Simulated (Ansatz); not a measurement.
**What a proton shuttle does**

SiH₂F₂ ([F][SiH2][F]) + H₂O → SiH₂OF₂ ([OH][SiH]([F])[F]) + H₂ (links in brackets), a four-centre ligand exchange, has a barrier of 36.23 kcal/mol above its start structure and a step energy of -21.63 kcal/mol. One HF is now added to the ring of the saddle, taking the hydrogen and handing on one of its own. Gas-phase electronic energies, without zero-point energy, by CCSD(T) at an estimated basis limit (MP2 extrapolated from triple and quadruple zeta, plus CCSD(T) − MP2 in triple zeta); Ansatz 0.2.0, def2-TZVPP and QZVPP, frozen cores, on PBE0-D4/def2-TZVP structures. Extrapolation: Hartree–Fock as exp(−7.88 √X), correlation as X^−2.97. Each barrier counts from its own start structure, which holds all the molecules, is reached by relaxing down from the saddle and may not be the deepest complex; no counterpoise correction.

What are the barrier and the step energy with the shuttle? (Judge from chemistry; the value comes from the calculation.)

The calculation gives: Barrier 22.72 kcal/mol, 13.50 kcal/mol lower than without; step energy -23.56 kcal/mol, both from the start structure. Counted from all the molecules apart, the saddle lies at 14.87 kcal/mol with the shuttle and at 32.83 kcal/mol without; the start well goes from -3.40 to -7.85 kcal/mol. At the saddle the angle at each passing proton is O–H···H 131° without the shuttle, against O–H···F 154° and F–H···H 163° with it. Bringing in the extra molecule costs entropy, which these electronic energies leave out.

No T1 diagnostic of these runs exceeds 0.012.

For scale, one of the runs: CCSD(T)/def2-TZVPP, 236 basis functions, launched by `ansatz run in.yaml --threads 8 --pin off --events-out ev --progress --plain --max-ram 19148MiB`. Time: 22 s of wall clock on 8 CPU threads of an Intel Xeon 6975P-C; the host was shared. Peak host memory: 5.3 GiB.
